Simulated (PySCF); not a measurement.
Ga(F)(Br)(Me) (CH₃BrFGa), SMILES [CH3][Ga]([F])[Br].

The structure is a stationary point at B3LYP-D3(BJ)/def2-SVP.

Level of theory: TDA-LC-ωPBE/def2-SVPD (PySCF).

Vertical excitations. Gas-phase values at a fixed geometry. State labels are in the subgroup Cs.

Estimate the UV-visible absorptions. (Estimate from the structure and the level; the computed values follow.)


```csv
state,symmetry,energy (eV),λ (nm),f,main pairs
S1,A",6.70,185,0.000,HOMO→LUMO+1 87 %
S2,A',6.81,182,0.056,"HOMO→LUMO 70 %, HOMO→LUMO+2 20 %"
S3,A",6.94,179,0.033,"HOMO−1→LUMO 65 %, HOMO−1→LUMO+2 20 %"
S4,A",7.20,172,0.009,HOMO−2→LUMO+1 89 %
S5,A',7.26,171,0.005,HOMO−1→LUMO+1 78 %
S6,A',8.00,155,0.536,"HOMO−2→LUMO 65 %, HOMO−1→LUMO+1 11 %"
S7,A',8.82,141,0.086,"HOMO→LUMO+2 37 %, HOMO→LUMO+3 24 %, HOMO→LUMO 14 %, HOMO→LUMO+6 8 %"
S8,A",8.87,140,0.002,HOMO−3→LUMO+1 85 %
S9,A",9.07,137,0.099,"HOMO−1→LUMO+3 32 %, HOMO−1→LUMO+2 27 %, HOMO−1→LUMO 13 %, HOMO−1→LUMO+6 8 %"
S10,A',9.15,135,0.016,"HOMO−5→LUMO 24 %, HOMO−3→LUMO 19 %, HOMO−4→LUMO+1 15 %, HOMO→LUMO+3 10 %"
T1,A',6.20,200,0,"HOMO→LUMO 64 %, HOMO→LUMO+2 22 %"
T2,A",6.37,195,0,"HOMO→LUMO+1 40 %, HOMO−2→LUMO+1 25 %, HOMO−1→LUMO 21 %, HOMO−1→LUMO+2 8 %"
T3,A",6.46,192,0,"HOMO−1→LUMO 43 %, HOMO→LUMO+1 29 %, HOMO−1→LUMO+2 16 %"
T4,A',6.54,189,0,"HOMO−1→LUMO+1 52 %, HOMO−2→LUMO 28 %, HOMO−2→LUMO+2 9 %"
```
Triplets are in the Tamm–Dancoff approximation.
